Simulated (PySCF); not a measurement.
CH4OSe2, SMILES CO[Se][SeH]. Atoms are numbered in the order given.

```xyz
8

Se     0.4538    -0.1929     0.8635
O      1.6919    -0.6531    -0.3555
C      1.3475    -1.7383    -1.1924
H      0.4940    -1.4851    -1.8483
H      2.2257    -1.9430    -1.8235
H      1.0957    -2.6452    -0.6131
Se    -1.1438     0.8421    -0.4234
H     -1.9765    -0.3433    -0.6807
```
Charge 0, spin multiplicity 1.

Coordinates come from a ωB97X-D3(BJ)/def2-SVP optimisation. The values are those of a single conformer.

The numbers are results of ωB97X/def2-TZVP (PySCF), not measurements.

Atomic charges (e):

| atom | meta-Löwdin | Löwdin |
|---|---|---|
| Se1 | 0.33 | 0.20 |
| O2 | -0.53 | -0.11 |
| C3 | (withheld) | -0.42 |
| H4 | (withheld) | 0.09 |
| H5 | (withheld) | 0.11 |
| H6 | (withheld) | 0.10 |
| Se7 | (withheld) | 0.01 |
| H8 | 0.05 | 0.02 |

Problem. Fill in the missing entries. (Estimate from the structure and the level; the computed values follow.)

Solution. 
- C3, meta-Löwdin: -0.11
- H4, meta-Löwdin: 0.10
- H5, meta-Löwdin: 0.13
- H6, meta-Löwdin: 0.10
- Se7, meta-Löwdin: -0.06

Problem. Give the Mayer and Wiberg (Löwdin basis) orders of the bonds. (An estimate is asked for; the answer gives what the named calculation found.)

Solution. 
```
bond     Mayer  Wiberg
-------  -----  ------
Se1–O2    0.96    1.45
O2–C3     0.95    1.58
C3–H4     0.97    0.94
C3–H5     0.97    0.93
C3–H6     0.98    0.94
Se1–Se7   1.21    1.75
Se7–H8    0.96    1.05
```
